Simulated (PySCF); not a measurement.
## Stationary points of YO₂⁻

Level of theory: PBE in PySCF with Y def2-TZVPD with ECP28, O def2-TZVPD; scalar-relativistic core potentials, no spin–orbit coupling; density-fitted integrals.

Relaxations began from a few typed shapes. The search is not exhaustive: other isomers or separated fragments can lie lower, and high-lying points may rest on an excited occupation.

Task: Which is the lowest minimum found?
A. singlet C2v: O–O 1.499 Å, Y–O 2.044 Å (×2); O–O–Y 68.5° (×2), O–Y–O 43.0°
B. singlet C2v: Y–O 1.942 Å (×2); O–Y–O 112.1°

Result: B. The others lie at 169.3 (singlet C2v) kJ/mol above it.

For the lowest minimum: the highest occupied level lies above zero, a sign of self-interaction error or too small a basis; response properties are unreliable. The lowest empty level of this anion is unbound, so it and the gap depend on the basis.
